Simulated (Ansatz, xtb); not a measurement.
System: C₃H₅O, net charge -1, singlet state. It need not be the lowest isomer of its formula. Whether it binds its extra electron was not tested at this geometry. SMILES: [CH-]=CCO
Structure (B3LYP-D3(BJ)/def2-TZVP (Ansatz, a quantum-chemistry and plane-wave program) minimum search):
```xyz
9

C      1.5813    -0.5940    -0.5502
C      0.8420     0.2729     0.1736
C     -0.5725     0.5925    -0.2169
O     -1.5256    -0.3187     0.4088
H      2.5534    -0.7671    -0.0360
H      1.1417     0.7389     1.1321
H     -0.6689     0.5086    -1.3063
H     -0.8914     1.5941     0.0986
H     -1.0353    -1.1528     0.4015
```
Charge -1, spin multiplicity 1.

Harmonic wavenumbers from GFN2-xTB (xtb, at its own minimum), cm⁻¹: 77, 289, 383, 422, 665, 893, 943, 972, 978, 1130, 1185, 1264, 1318, 1341, 1476, 1523, 2300, 2449, 2823, 2850, 3530.

Task: Give the harmonic wavenumbers at B3LYP-D3(BJ)/def2-TZVP (Ansatz, finite differences of forces, unscaled).

Result: 55, 364, 424, 472, 696, 901, 953, 969, 1008, 1149, 1221, 1292, 1319, 1400, 1487, 1531, 2789, 2868, 2969, 3005, 3720 cm⁻¹. Zero-point energy 43.7 kcal/mol.

Task: From these and the geometry, give the ideal-gas thermochemistry at 298.15 K and 1 atm (rigid rotor, harmonic oscillator).

Result: Point group C1, rotational symmetry number 1. Rotational constants 21.81, 5.01, 4.63 GHz. S(trans) 38.05, S(rot) 23.97, S(vib) 8.30, S(elec, spin only) 0.00, S 70.3 cal/(mol K). H(298) - H(0) 3.67 kcal/mol; G - E(el) 26.4 kcal/mol.
